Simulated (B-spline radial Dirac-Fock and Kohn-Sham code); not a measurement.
## How the settings move the core levels of Ge⁶⁺

ΔSCF core binding energies without Breit or QED terms, calculated with a radial B-spline solver. Keys: rel is the Hamiltonian (dirac, or spin-free x2c and nr, where L3 and M5 stand for the whole 2p and 3d shells), method is hf or an exchange,correlation pair (spin-unpolarised, also for the hole states), nuc the nuclear model, radius_factor scales its radius, rmax is the box in bohr, h the logarithmic mesh step, order the B-spline order, points the quadrature points per cell, c_factor scales the speed of light, and damp, ndamp, maxit and tol steer the iteration. The run stops when the commutator error falls below 10·tol·max(1, Z/10), or the numerical noise floor, and the energy has settled to about 1e-8 Ha; the virial ratio is −V/T.

Base input:

```json
{"items": [{"Z": 32, "q": 6, "cfg": [[1, 0, 2], [2, 0, 2], [2, 1, 6], [3, 0, 2], [3, 1, 6], [3, 2, 8]], "A": 74, "rrms": 4.0742, "do": "settings", "holes": ["K", "L3", "M5"],
  "settings": [{"rel": "dirac", "method": "hf", "nuc": "fermi", "radius_factor": 1.0, "rmax": 45.0, "h": 0.3, "order": 8, "points": 10, "c_factor": 1.0, "maxit": 60, "damp": 0.5, "ndamp": 3, "tol": 1e-08}]}]}
```

The ground state converged in 10 iterations, with total energy -2086.32140 Ha, virial ratio 1.97867 and highest orbital energy -149.02 eV. ΔSCF binding energies: K (1s) 11254.1 eV, L3 (2p3/2) 1347.7 eV. Holes are computed only in closed shells, and unreliable hole states are left out.

Changes from the base run:

```tsv
changed setting	Δ total energy (Ha)	Δ K (eV)	Δ L3 (eV)	iterations
tol = 1e-06	0.00000	0.00	0.00	8
method = "lda,vwn"	?	?	?	?
c_factor = 5.0	+21.28492	-151.36	+2.42	9
nuc = "gauss"; radius_factor = 0.8; c_factor = 5.0	+21.28168	-151.32	+2.42	9
nuc = "gauss"	-0.00002	0.00	0.00	10
h = 0.18; damp = 0.8; tol = 1e-06	0.00000	0.00	0.00	9
radius_factor = 0.8	-0.00450	+0.05	0.00	9
```

Question: What does the change method = "lda,vwn" do?

Answer: The total energy moves by +1.90878 Ha and the binding energies by K -1.95 eV, L3 -5.01 eV; the run takes 9 iterations.
